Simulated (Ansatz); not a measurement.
Cost and result for the atomization energy of BH5O3Si, SMILES `OB(O)O[SiH3]` (10 atoms, 9 bonds).

```xyz
10

O     0.247    0.932   -1.398
B    -0.303   -0.240   -0.966
O    -0.911   -1.073   -1.861
O    -0.236   -0.562    0.359
Si    0.436    0.267    1.622
H     0.145    1.061   -2.344
H    -1.258   -1.863   -1.441
H     1.893    0.452    1.410
H     0.207   -0.561    2.830
H    -0.220    1.587    1.789
```

The species carries charge 0 and has multiplicity 1. The structure was optimised at the PBE0-D4/def2-TZVP level. It is one conformer, not always the lowest. Program: Ansatz. Hardware: A = 2 threads of an AMD EPYC 7R13 on a shared host; B = 2 threads of an AMD EPYC 7R13 on a shared host and a share of an NVIDIA H100 80 GB. Times are those of one run each, without the atoms' runs, and a repeat can differ threefold. Electronic energies, without spin–orbit coupling; frozen cores. CCSD(T)/CBS extrapolates def2-TZVPP and def2-QZVPP, and its time is that of the two runs behind it. T1 = 0.012. B3LYP takes the VWN-RPA correlation (the form of Gaussian; ORCA's B3LYP/G).

CCSD(T)/CBS is a level of theory with its own doubt, some kJ/mol a heavy atom from the limit and from the frozen cores, so smaller differences don't rank the functionals.

```
                                 level  functions  wall time  atomization (kJ/mol)  difference from CCSD(T)/CBS  per bond
   PBE-D4/def2-TZVPP (with forces) [A]        236      3.4 s                4073.0                         28.8       3.2
                PBE0-D4/def2-TZVPP [A]        236      4.1 s                3992.7                        -51.5      -5.7
r2SCAN-D4/def2-TZVPP (with forces) [A]        236        6 s                4046.5                          2.3       0.3
 B3LYP-D4/def2-TZVPP (with forces) [A]        236        7 s                4023.2                        -21.0      -2.3
                 B2PLYP/def2-TZVPP [A]        236        7 s                3998.5                        -45.7      -5.1
                ωB97X-V/def2-TZVPP [A]        236        9 s                4038.8                         -5.4      -0.6
  ωB97M-V/def2-TZVPP (with forces) [A]        236       13 s                4050.3                          6.1       0.7
                CCSD(T)/def2-TZVPP [B]        236       16 s                3934.5                       -109.7     -12.2
                CCSD(T)/def2-QZVPP [B]        448       25 s                4000.4                        -43.8      -4.9
                     CCSD(T)/CBS(def2)          –       41 s                4044.2                          0.0       0.0
```

In def2-TZVPP, CCSD(T) changes the Hartree–Fock value by +958.0 kJ/mol (the triples alone add +54.5 kJ/mol) and MP2 by +1062.3 kJ/mol; breaking electron pairs costs correlation energy, which Hartree–Fock lacks. The D4 term adds +28.1 kJ/mol with B3LYP and +14.7 kJ/mol with PBE0; it sums over pairs of atoms, weighted by their polarisabilities, and B3LYP, whose exchange is more repulsive, gets the larger term. From PBE to PBE0 (25 % exact exchange), in def2-TZVPP and without D4, the atomization energy moves by −77.6 kJ/mol: exact exchange takes away binding that semilocal exchange gives to molecules.
